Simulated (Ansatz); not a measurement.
CH₅BBrNO (`COB(N)Br`), charge 0, multiplicity 1.

**Question.** Give a relaxed structure at PBE0-D4/def2-TZVP (Ansatz). (An estimate is asked.)

**Answer.** Computed: 
Z-matrix (Å, degrees):
```
C
O 1 1.411
H 1 1.090 2 107.3
H 1 1.093 2 111.2 3 119.4
H 1 1.093 2 111.2 3 -119.4
B 2 1.351 1 124.4 3 -179.4
Br 6 1.955 2 121.4 1 0.1
N 6 1.394 2 120.5 1 -179.9
H 8 1.002 6 123.0 2 -180.0
H 8 1.005 6 121.5 2 0.0
```
Point group Cs.
This is one stationary point; other conformers may exist.
